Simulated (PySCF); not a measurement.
Species: FGe₃H₇.
Bonds: F1–Ge2, Ge2–Ge3, Ge3–Ge4. Hydrogens: H5, H6 on Ge2; H7, H8 on Ge3; H9, H10, H11 on Ge4.

Method used: PySCF, PBE0-D3(BJ)/def2-SVP geometry optimisation, gas phase.

(1) List the bond lengths, angles and torsions at this level.

Results:

(1) 
| bond | length (pm) | order |
| --- | --- | --- |
| F1–Ge2 | 176.0 | single |
| Ge2–Ge3 | 242.5 | single |
| Ge3–Ge4 | 242.4 | single |
| Ge2–H5, Ge2–H6 | 154.0 | single |
| Ge3–H7, Ge3–H8 | 154.0 | single |
| Ge4–H9, Ge4–H10, Ge4–H11 | 153.8 | single |

Bonds in one row agree within 1 pm and their mean is given. Orders are formal, as drawn. A selection of angles:
| angle | degrees |
| --- | --- |
| F1–Ge2–Ge3 | 102.2 |
| F1–Ge2–H5 | 105.3 |
| Ge3–Ge2–H5 | 116.6 |
| Ge3–Ge2–H6 | 114.6 |
| H5–Ge2–H6 | 111.0 |
| Ge2–Ge3–Ge4 | 104.0 |
| Ge2–Ge3–H7 | 110.7 |
| Ge4–Ge3–H7 | 111.6 |
| H7–Ge3–H8 | 108.4 |
| Ge3–Ge4–H9 | 108.9 |
| H9–Ge4–H10 | 109.9 |

Dihedral angles: F1–Ge2–Ge3–Ge4 13° (synperiplanar). The mirror-image conformer, all signs reversed, is as good.

Ge3 (germanium bonded to 2 Ge and 2 H) is distorted tetrahedral (angles from 104.0° to 111.7°). Ge2 (germanium bonded to F, Ge and 2 H) is distorted tetrahedral (angles from 102.2° to 116.6°). Ge4 (germanium bonded to Ge and 3 H) is tetrahedral (angles from 108.9° to 110.0°).

Point group: C1 (no symmetry element, even within 0.4 Å). PBE0-D3(BJ)/def2-SVP frequencies: not computed here. The numbers are those of one conformer.

Time: 4.8 min of wall time; peak memory 0.66 GiB. Hardware: one thread of an Arm Neoverse V2, shared host with 96 logical CPUs at a one-minute load of 84. This is the geometry optimisation.
